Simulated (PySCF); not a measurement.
Excitation energy of Rh by level of theory

Rh [Kr] 4d8 5s1 (4F) → Rh [Kr] 4d7 5s2 (4F), as a difference of total energies. All numbers are calculated (PySCF 2.14, scalar relativity by spin-free X2C-1e, in ANO-RCC-VTZP). Correlated levels: valence: [Kr] frozen. The calculations carry no spin-orbit coupling.

```
           method  excitation energy (eV)
              UHF                   1.308
    MP2 (valence)                   1.817
SCS-MP2 (valence)                   1.746
   CCSD (valence)                   1.572
CCSD(T) (valence)                   1.587
```

Task: How much does correlation contribute at CCSD(T) (valence)?

Result: 1.587 − (1.308) = 0.279 eV, measured against UHF.

A first-order spin-orbit estimate (lowest level to lowest level, LS coupling) adds -0.020 eV.
